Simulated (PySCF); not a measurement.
**Partial charges of `CS[C@@H]1CCOBO1`**

Species: C4H9BO2S.
Numbering: `[CH3:1][S:2][C@@H:3]1[CH2:4][CH2:5][O:6][BH:7][O:8]1` (hydrogens: H9, H10, H11 on C1; H12 on C3; H13, H14 on C4; H15, H16 on C5; H17 on B7)

Cartesian coordinates in Å at the PBE0-D3(BJ)/def2-SVP level; atoms count from 1:
```xyz
17
C4H9BO2S angstrom
C      2.7774   -0.0305    0.0403
S      1.3246    0.8292    0.6757
C      0.1335    0.3678   -0.6281
C     -1.2184    0.9946   -0.3183
C     -1.8562    0.3073    0.8750
O     -1.8559   -1.0969    0.7223
B     -0.9371   -1.7077   -0.0616
O      0.0266   -1.0279   -0.7536
H      2.5472   -1.0922   -0.1231
H      3.5623    0.0563    0.8039
H      3.1369    0.4240   -0.8951
H      0.5302    0.7437   -1.5844
H     -1.1063    2.0733   -0.1314
H     -1.8615    0.8770   -1.2064
H     -1.3160    0.5620    1.8024
H     -2.9007    0.6322    0.9991
H     -0.9801   -2.9059   -0.1798
```

Density: PBE0/pcSseg-1 (PySCF); schemes: Mulliken, IAO, Hirshfeld and ESP-fitted. The structure is a single PBE0-D3(BJ)/def2-SVP conformer in the gas phase; no vibrational or solvent corrections.

Task: At which atom do the 4 schemes differ most?

Result: At C5: from -0.052 (IAO) to +0.550 e (ESP-fitted), 0.602 e apart.

Task: Which atoms carry the lowest charge in the Mulliken, IAO, Hirshfeld and ESP-fitted schemes?

Result: The schemes don't all agree: Mulliken O6 (-0.497); IAO C1 (-0.501); Hirshfeld O6 (-0.177); ESP-fitted O6 (-0.619).

Task: For which atoms does the sign change between the 4 schemes (beyond +0.03 e in one, beyond −0.03 e in another)?

Result: S2, C3 and C5. Atomic charges aren't observables, and each scheme defines them in its own way.

Task: Tabulate the Mulliken, IAO, Hirshfeld and ESP-fitted charges.

Result: In e:

```
atom                 environment  Mulliken     IAO  Hirshfeld  ESP-fitted
  C1             S-methyl carbon    -0.385  -0.501     -0.120      -0.337
  S2              sulfide sulfur    -0.037  +0.061     -0.010      -0.192
  C3  sp3 carbon bound to oxygen    -0.071  +0.004     +0.044      +0.195
  C4             ring CH2 carbon    -0.270  -0.293     -0.082      -0.523
  C5  sp3 carbon bound to oxygen    +0.080  -0.052     +0.009      +0.550
  O6          boron-bound oxygen    -0.497  -0.394     -0.177      -0.619
  B7      three-coordinate boron    +0.513  +0.353     +0.204      +0.717
  O8          boron-bound oxygen    -0.488  -0.406     -0.175      -0.490
  H9             methyl hydrogen    +0.169  +0.163     +0.043      +0.141
 H10             methyl hydrogen    +0.156  +0.166     +0.052      +0.178
 H11             methyl hydrogen    +0.145  +0.148     +0.043      +0.116
 H12            methine hydrogen    +0.155  +0.152     +0.043      +0.142
 H13          methylene hydrogen    +0.149  +0.157     +0.052      +0.131
 H14          methylene hydrogen    +0.145  +0.147     +0.048      +0.180
 H15          methylene hydrogen    +0.133  +0.144     +0.036      -0.020
 H16          methylene hydrogen    +0.130  +0.151     +0.051      -0.010
 H17                B–H hydrogen    -0.027  -0.002     -0.060      -0.159
```

Mean size of the charges over all atoms: ESP-fitted 0.277 e, Mulliken 0.209 e, IAO 0.194 e, Hirshfeld 0.074 e. Each set sums to the total charge, 0, to within 0.001 e. The Hirshfeld scheme divides the density at each point in proportion to the densities of the neutral, spherically averaged free atoms. The Mulliken scheme counts on each atom the diagonal of the density matrix times the overlap matrix over that atom's basis functions.

Task: How many electrons does the IAO scheme count on S2?

Result: Z − q = 16 − (+0.061) = 15.939.

Task: Sum the charges by element, for elements with more than one atom.

Result: 
```json
{"element": "C", "atoms": "4", "Mulliken": "-0.647", "IAO": "-0.842", "Hirshfeld": "-0.149", "ESP-fitted": "-0.115"}
{"element": "O", "atoms": "2", "Mulliken": "-0.985", "IAO": "-0.800", "Hirshfeld": "-0.353", "ESP-fitted": "-1.109"}
{"element": "H", "atoms": "9", "Mulliken": "+1.155", "IAO": "+1.228", "Hirshfeld": "+0.307", "ESP-fitted": "+0.700"}
```

The run behind these numbers computed NMR shieldings as well. Time: 22 s of wall time; peak memory 1.0 GiB. Hardware: an Arm Neoverse V2 with one thread, no GPU, shared host with 96 logical CPUs at a one-minute load of 27.
